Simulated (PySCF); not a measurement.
# Excitation energy of Ni+ by level of theory

Ni+ [Ar] 3d9 (2D) → Ni+ [Ar] 3d8 4p1 (high-spin determinant), as a difference of total energies. All numbers are calculated (PySCF 2.14, the non-relativistic Hamiltonian (point nucleus), in aug-cc-pVTZ with one added diffuse shell each of s, p, d, f, g type (9s8p6d4f3g, 118 functions)). Correlated levels: valence: [Ar] frozen. The calculations carry no spin-orbit coupling.

| method | excitation energy (eV) |
| --- | --- |
| UHF | 4.316 |
| LDA | 7.454 |
| PBE | 6.878 |
| PBE0 | 6.439 |
| r2SCAN | 6.101 |
| M06 | 7.256 |
| r2SCANh | 6.017 |
| B3LYP | 6.627 |
| MP2 (valence) | 7.139 |
| SCS-MP2 (valence) | 6.966 |

**Question.** How much does correlation contribute at MP2 (valence)?

**Answer.** 7.139 − (4.316) = 2.823 eV, measured against UHF.

A first-order spin-orbit estimate (lowest level to lowest level, LS coupling) adds -0.030 eV.

The determinant of the upper state mixes LS terms, which raises its energy above the lowest term, most at the Hartree-Fock and MP2 levels.
